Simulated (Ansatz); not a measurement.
C2H9BSSi can be A, `BCS[SiH2]C`, or B, `CBS[SiH2]C`.

Gas-phase electronic energies from Ansatz, PBE0-D4/def2-TZVP geometries. CBS: MP2 limit from def2 TZ/QZ plus the TZ coupled-cluster correction, frozen cores. DFT in def2-TZVPP. B3LYP here is the variant with VWN-RPA as its local correlation; programs differ in this. One conformer a species, not always the lowest.

Q: Which is lower in electronic energy at CCSD(T)/CBS, and by how much? (An estimate is asked.)

A: Computed: B, by 155.6 kJ/mol.

Q: Give E(B) − E(A) in kJ/mol with ωB97M-V, CCSD(T)/def2-TZVPP, HF/def2-TZVPP, B3LYP, B3LYP-D4, r2SCAN-D4, PBE0-D4. (An estimate is asked.)

A: Computed: ωB97M-V -154.8, CCSD(T)/def2-TZVPP -157.6, HF/def2-TZVPP -145.8, B3LYP -155.3, B3LYP-D4 -154.7, r2SCAN-D4 -162.6, PBE0-D4 -159.3. None reverses the order clearly.

Q: Does the order hold for the free energy at 298.15 K (harmonic terms from PBE0-D4)? (Best estimate.)

A: Computed: Yes: G(B) − G(A) = -145.8 kJ/mol, for one conformer each. Modes under 60 cm⁻¹, often nearly free rotors, make the harmonic entropy too high.

Largest T1 diagnostic: 0.012.

Leaving LDA and LC-ωPBE aside and taking each functional with its dispersion term where it has one, the values, not all of them listed here, spread over 13.0 kJ/mol, from B97M-V to ωB97X-V. LDA lies −5.3 kJ/mol from PBE without D4. At CCSD(T), def2-SVP lies −13.5 kJ/mol from the extrapolated value and def2-TZVPP −1.9 kJ/mol.
